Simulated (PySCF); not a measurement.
C2H6Se, charge -1, doublet, at the geometry of the source list (a state made from the parent by changing its charge; the spin is typed, not shown lowest) (in this run its highest filled SCF level lies above zero, so its values depend strongly on the basis, on diffuse functions most of all). Base run: TPSS/STO-3G in PySCF.

Geometry (Å):
```xyz
9

C      1.4558    -0.0529     0.0339
Se     0.0509     0.4707    -1.2142
C     -1.4568     0.0570    -0.0469
H      1.4021    -1.1255     0.2103
H      2.4114     0.2045    -0.4187
H      1.3273     0.4956     0.9653
H     -1.3799    -0.9777     0.2774
H     -2.3680     0.2032    -0.6172
H     -1.4430     0.7251     0.8101
```
Charge -1, spin multiplicity 2.
Orbitals are unrestricted.
All else is at PySCF's defaults.

Each row names what was changed in the base input (with any setting that the change needs).

```json
[
 {"change": "base", "E (Eh)": "-2453.43496", "HOMO (eV)": "12.18", "<S^2>": "0.752", "core-seconds (rough)": "5"},
 {"change": "functional = lc_wpbe", "E (Eh)": "-2453.07095", "HOMO (eV)": "8.57", "<S^2>": "0.757", "core-seconds (rough)": "5"},
 {"change": "functional = hf", "E (Eh)": "-2451.51836", "HOMO (eV)": "8.59", "<S^2>": "0.777", "core-seconds (rough)": "0.3"},
 {"change": "functional = b3lyp; dispersion = d3zero", "E (Eh)": "-2453.45491", "HOMO (eV)": "11.40", "<S^2>": "0.753", "core-seconds (rough)": "3"},
 {"change": "functional = wb97m_v", "E (Eh)": "-2453.51583", "HOMO (eV)": "9.26", "<S^2>": "0.754", "core-seconds (rough)": "70"},
 {"change": "functional = bp86", "E (Eh)": "-2453.64818", "HOMO (eV)": "12.28", "<S^2>": "0.751", "core-seconds (rough)": "2"},
 {"change": "functional = o3lyp", "E (Eh)": "-2454.03741", "HOMO (eV)": "11.82", "<S^2>": "0.752", "core-seconds (rough)": "2"},
 {"change": "functional = mn12l", "E (Eh)": "-2450.64789", "HOMO (eV)": "13.15", "<S^2>": "0.752", "core-seconds (rough)": "3"},
 {"change": "functional = wb97x", "E (Eh)": "-2453.51613", "HOMO (eV)": "8.95", "<S^2>": "0.756", "core-seconds (rough)": "3"},
 {"change": "functional = x3lyp", "E (Eh)": "-2453.30074", "HOMO (eV)": "11.38", "<S^2>": "0.753", "core-seconds (rough)": "2"},
 {"change": "functional = pbe0; dispersion = d3zero", "E (Eh)": "-2453.15561", "HOMO (eV)": "11.27", "<S^2>": "0.754", "core-seconds (rough)": "2"},
 {"change": "functional = pbe0", "E (Eh)": "-2453.15385", "HOMO (eV)": "11.27", "<S^2>": "0.754", "core-seconds (rough)": "2"},
 {"change": "functional = b3lyp", "E (Eh)": "-2453.45191", "HOMO (eV)": "11.40", "<S^2>": "0.753", "core-seconds (rough)": "2"}
]
```

Absolute energies of different levels of theory aren't comparable as measures of quality.

Open shells are given as the SCF converged; they aren't shown to be the lowest states, and a large step between rows can be another state.
